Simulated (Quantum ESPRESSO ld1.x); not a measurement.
Gd2+, 62 electrons, occupied as [Xe] 4f7 5d1.

Calculated with ld1.x of Quantum ESPRESSO 7.5: scalar-relativistic Kohn-Sham, LDA (Slater exchange, VWN5 correlation), spin-polarised, spherical densities, point nucleus; open shells are filled with parallel spins first.

Energy parts (eV):
| part | energy |
|---|---|
| total | -306488.3 |
| kinetic | 329053.7 |
| electron-nucleus | -747033.5 |
| Hartree | 118050.9 |
| exchange-correlation | -6559.5 |

Orbitals (lengths in bohr, moments of r in powers of bohr; <r^-3> diverges for s and p1/2):
1s up: occ. 1; eigenvalue (eV) -50070.6; <1/r> 71.61; <r^4> 1.143e-06
1s down: occ. 1; eigenvalue (eV) -50070.6; <1/r> 71.61; <r^4> 1.143e-06
2s up: occ. 1; eigenvalue (eV) -8279.20; <1/r> 16.61; <r^4> 0.0001819
2s down: occ. 1; eigenvalue (eV) -8279.07; <1/r> 16.61; <r^4> 0.0001819
2p up: occ. 3; eigenvalue (eV) -7372.14; <1/r> 15.51; <r^4> 0.0001358; <r^-3> 11420
2p down: occ. 3; eigenvalue (eV) -7372.04; <1/r> 15.51; <r^4> 0.0001358; <r^-3> 11420
3s up: occ. 1; eigenvalue (eV) -1846.11; <1/r> 6.089; <r^4> 0.007067
3s down: occ. 1; eigenvalue (eV) -1843.37; <1/r> 6.095; <r^4> 0.007042
3p up: occ. 3; eigenvalue (eV) -1565.11; <1/r> 5.727; <r^4> 0.007404; <r^-3> 2391
3p down: occ. 3; eigenvalue (eV) -1562.40; <1/r> 5.733; <r^4> 0.007372; <r^-3> 2397
3d up: occ. 5; eigenvalue (eV) -1193.11; <1/r> 5.436; <r^4> 0.005911; <r^-3> 322.7
3d down: occ. 5; eigenvalue (eV) -1190.98; <1/r> 5.442; <r^4> 0.005873; <r^-3> 323.5
4s up: occ. 1; eigenvalue (eV) -384.278; <1/r> 2.572; <r^4> 0.1736
4s down: occ. 1; eigenvalue (eV) -378.232; <1/r> 2.571; <r^4> 0.1739
4p up: occ. 3; eigenvalue (eV) -291.598; <1/r> 2.364; <r^4> 0.2276; <r^-3> 537.0
4p down: occ. 3; eigenvalue (eV) -285.616; <1/r> 2.363; <r^4> 0.2285; <r^-3> 536.0
4d up: occ. 5; eigenvalue (eV) -163.363; <1/r> 2.084; <r^4> 0.3585; <r^-3> 60.60
4d down: occ. 5; eigenvalue (eV) -157.496; <1/r> 2.080; <r^4> 0.3635; <r^-3> 60.33
4f up: occ. 7; eigenvalue (eV) -24.5495; <1/r> 1.536; <r^4> 2.346; <r^-3> 8.219
4f down: occ. 0; eigenvalue (eV) -19.3055; <1/r> 1.496; <r^4> 3.298; <r^-3> 7.859
5s up: occ. 1; eigenvalue (eV) -64.9545; <1/r> 1.004; <r^4> 5.740
5s down: occ. 1; eigenvalue (eV) -61.6437; <1/r> 0.9882; <r^4> 6.091
5p up: occ. 3; eigenvalue (eV) -42.1572; <1/r> 0.8495; <r^4> 11.17; <r^-3> 75.98
5p down: occ. 3; eigenvalue (eV) -39.4921; <1/r> 0.8309; <r^4> 12.14; <r^-3> 71.69
5d up: occ. 1; eigenvalue (eV) -15.9709; <1/r> 0.5537; <r^4> 67.00; <r^-3> 4.068
5d down: occ. 0; eigenvalue (eV) -14.4539; <1/r> 0.5290; <r^4> 81.72; <r^-3> 3.590

The highest occupied level is 5d up at -15.971 eV. The configuration is held as typed, so some empty levels lie below it. For comparison, the ionisation energy in NIST's Atomic Spectra Database is 20.54 eV (semi-empirical). In exact Kohn-Sham theory the highest level is minus the ionisation energy, but local and semilocal functionals leave it too shallow, through self-interaction and a potential that decays too fast; potentials with the right tail come closer. The density falls to 0.001 e/bohr^3 at r = 3.68 bohr.
